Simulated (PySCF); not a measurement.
Isomers of C6H7ClF2, one GFN2-xTB conformer each. Single-point energies are computed at B3LYP/def2-SVPD (PySCF, gas phase, no added dispersion term), electronic only.

```tsv
SMILES	GFN2-xTB relative energy (kJ/mol)
C=C(F)/C(F)=C(\Cl)CC	115.0
CC/C=C(F)\C(Cl)=C/F	130.5
FC(F)[C@@H]1CC=C(Cl)C1	0.0
```

Conformers: `[CH2:1]=[C:2]([F:3])/[C:4]([F:5])=[C:6](\[Cl:7])[CH2:8][CH3:9]` with C1–C2–C4–F5 1°, C4–C6–C8–C9 -104°; `[CH3:1][CH2:2]/[CH:3]=[C:4]([F:5])\[C:6]([Cl:7])=[CH:8]/[F:9]` with C1–C2–C3–C4 141°, C3–C4–C6–Cl7 -136°; `[F:1][CH:2]([F:3])[C@@H:4]1[CH2:5][CH:6]=[C:7]([Cl:8])[CH2:9]1` with F1–C2–C4–C5 179°, C2–C4–C5–C6 -100°, C4–C5–C6–C7 -12°, C6–C7–C9–C4 12°, C2–C4–C9–C7 100°.

Question: What does B3LYP/def2-SVPD give for the same structures?

Answer: 
```json
{"SMILES": "FC(F)[C@@H]1CC=C(Cl)C1", "B3LYP/def2-SVPD E (Eh)": "-892.30664", "B3LYP/def2-SVPD (kJ/mol)": "0.0", "GFN2-xTB (kJ/mol)": "0.0", "point group": "C1"}
{"SMILES": "C=C(F)/C(F)=C(\\Cl)CC", "B3LYP/def2-SVPD E (Eh)": "-892.27020", "B3LYP/def2-SVPD (kJ/mol)": "95.7", "GFN2-xTB (kJ/mol)": "115.0", "point group": "C1"}
{"SMILES": "CC/C=C(F)\\C(Cl)=C/F", "B3LYP/def2-SVPD E (Eh)": "-892.26499", "B3LYP/def2-SVPD (kJ/mol)": "109.3", "GFN2-xTB (kJ/mol)": "130.5", "point group": "C1"}
```

Both levels put the same isomer lowest; measured from each level's own lowest isomer, the values differ by up to 21.2 kJ/mol (CC/C=C(F)\C(Cl)=C/F: 130.5 against 109.3). As drawn, the lowest has two fluorines on one carbon, which the highest lacks.

Question: Which frontier levels, dipoles and rotational constants go with these structures?

Answer: 
| SMILES | HOMO (eV, B3LYP/def2-SVPD) | LUMO (eV) | dipole (D) | A, B, C (MHz) |
| --- | --- | --- | --- | --- |
| FC(F)[C@@H]1CC=C(Cl)C1 | -7.06 | -0.40 | 1.73 | 2852, 738.0, 641.2 |
| C=C(F)/C(F)=C(\Cl)CC | -6.68 | -1.62 | 1.43 | 1920, 1063, 726.9 |
| CC/C=C(F)\C(Cl)=C/F | -6.96 | -1.47 | 2.13 | 1718, 889.3, 726.2 |
